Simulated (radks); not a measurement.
All-electron atom: Te2+ in [Kr] 4d10 5s2 5p2 (the NIST ground configuration).

All-electron calculation, Dirac Kohn-Sham, BLYP, spin-unpolarised, spherical densities, point nucleus; open shells are shared between the two j in proportion to 2j + 1. Program: a radial shooting solver on a logarithmic mesh with Libxc functionals.

Energy parts (Ry):
part                        energy
total                 -13592.90428
kinetic                14376.70497
electron-nucleus      -32949.42886
Hartree                 5332.13322
exchange-correlation    -352.31362

Orbitals (lengths in bohr, moments of r in powers of bohr; <r^-3> diverges for s and p1/2; r(90%) holds 90 % of the orbital's charge):
| orbital | occ. | eigenvalue (Ry) | <r> | <1/r> | <r^-3> | r(90%) |
|---|---|---|---|---|---|---|
| 1s1/2 | 2 | -2324.850 | 0.02781 | 55.58 | - | 0.0500 |
| 2s1/2 | 2 | -357.6082 | 0.1194 | 12.94 | - | 0.185 |
| 2p1/2 | 2 | -335.1646 | 0.1008 | 12.93 | - | 0.165 |
| 2p3/2 | 4 | -314.9798 | 0.1064 | 11.96 | 4908 | 0.173 |
| 3s1/2 | 2 | -72.28769 | 0.3219 | 4.602 | - | 0.474 |
| 3p1/2 | 2 | -63.06002 | 0.3123 | 4.512 | - | 0.470 |
| 3p3/2 | 4 | -59.29888 | 0.3237 | 4.274 | 933.7 | 0.486 |
| 3d3/2 | 4 | -43.01475 | 0.2947 | 4.127 | 148.6 | 0.464 |
| 3d5/2 | 6 | -42.22811 | 0.2983 | 4.065 | 137.8 | 0.469 |
| 4s1/2 | 2 | -13.47633 | 0.7643 | 1.837 | - | 1.10 |
| 4p1/2 | 2 | -10.30423 | 0.8011 | 1.724 | - | 1.17 |
| 4p3/2 | 4 | -9.58739 | 0.8298 | 1.647 | 178.1 | 1.22 |
| 4d3/2 | 4 | -4.52627 | 0.9618 | 1.384 | 20.99 | 1.47 |
| 4d5/2 | 6 | -4.41769 | 0.9738 | 1.365 | 19.27 | 1.49 |
| 5s1/2 | 2 | -2.39758 | 1.975 | 0.6600 | - | 2.86 |
| 5p1/2 | 0.666667 | -1.68746 | 2.292 | 0.5625 | - | 3.36 |
| 5p3/2 | 1.33333 | -1.60842 | 2.375 | 0.5403 | 19.62 | 3.48 |

The highest occupied level is 5p3/2 at -21.884 eV. The density falls to 0.001 e/bohr^3 at r = 3.94 bohr.
